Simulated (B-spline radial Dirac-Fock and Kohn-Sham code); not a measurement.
## I⁻ in Watson spheres of different radius

The computed values come from an atomic code on a B-spline grid: multi-electron Dirac-Fock with separately optimised hole states, Breit and Lamb-shift corrections added in first order. The ion, [Kr] 4d10 5s2 5p6, sits in a hollow sphere of charge Q = +1, a simple model of the Madelung potential. Inside the sphere an electron's potential energy is lowered by the constant 14.40·|Q|/R eV, so binding energies rise by about that much as long as the orbitals stay inside.

| radius (Å) | 14.40 |Q|/R (eV) | 1s (eV) | 2s (eV) | 2p1/2 (eV) | 2p3/2 (eV) | 3s (eV) | 3p1/2 (eV) | 3p3/2 (eV) | 3d3/2 (eV) | 3d5/2 (eV) | 4s (eV) | 4p1/2 (eV) | 4p3/2 (eV) | 4d3/2 (eV) | 4d5/2 (eV) | 5s (eV) | 5p1/2 (eV) | 5p3/2 (eV) |
| --- | --- | --- | --- | --- | --- | --- | --- | --- | --- | --- | --- | --- | --- | --- | --- | --- | --- | --- |
| 1.87 | 7.70 | 33174.2 | 5201.0 | 4859.2 | 4564.3 | 1081.9 | 940.6 | 883.9 | 637.4 | 625.9 | 202.4 | 151.4 | 140.4 | 56.58 | 54.88 | 22.22 | 10.11 | 9.14 |
| 2.2 | 6.55 | 33173.5 | 5200.3 | 4858.5 | 4563.6 | 1081.2 | 939.9 | 883.2 | 636.7 | 625.2 | 201.7 | 150.7 | 139.7 | 55.87 | 54.17 | 21.40 | 9.33 | 8.38 |
| 2.64 | 5.45 | 33172.7 | 5199.5 | 4857.7 | 4562.8 | 1080.4 | 939.1 | 882.4 | 635.9 | 624.4 | 200.9 | 149.8 | 138.8 | 55.04 | 53.34 | 20.51 | 8.46 | 7.51 |

From the smallest to the largest radius 1s moves by -1.5 eV, while the constant potential alone would give -2.2 eV; the difference comes from charge outside the sphere and its screening.
